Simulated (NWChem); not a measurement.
System: C4H2BF; SMILES B(C#C)(F)C#C

```xyz
8

B      0.0000     0.0000     0.4357
C     -1.3272     0.0000    -0.3085
C     -2.3695     0.0000    -0.9314
H     -3.2901     0.0000    -1.4723
C      1.3272     0.0000    -0.3085
C      2.3695     0.0000    -0.9314
H      3.2901     0.0000    -1.4723
F      0.0000     0.0000     1.7698
```
Atoms are numbered in this order, from 1.

Level: B3LYP/6-31G* (spherical d) (NWChem), optimised geometry, unscaled harmonic frequencies. 

```
frequency (cm⁻¹)  IR intensity (km/mol)
----------------  ---------------------
116                                 2.1
186                                 2.1
223                                 0.1
270                                 0.0
469                                 9.6
511                                 5.1
649                                 0.1
653                                28.0
662                                22.3
664                                68.4
731                                 0.0
734                                84.9
1147                              376.3
1329                              311.5
2185                               50.7
2196                              231.9
3484                               13.0
3484                               48.0
```

```
Quantity                                                                            Value
-----------------------------------------------------------------------  ----------------
zero-point energy                                                           28.1 kcal/mol
thermal correction to the enthalpy at 298.15 K (with zero-point energy)     32.7 kcal/mol
heat capacity Cv                                                         21.4 cal/(mol K)
entropy at 298.15 K and 1 atm (symmetry number 2)                        77.0 cal/(mol K)
dipole moment                                                                      1.80 D
```

Rigid rotor and harmonic oscillator.
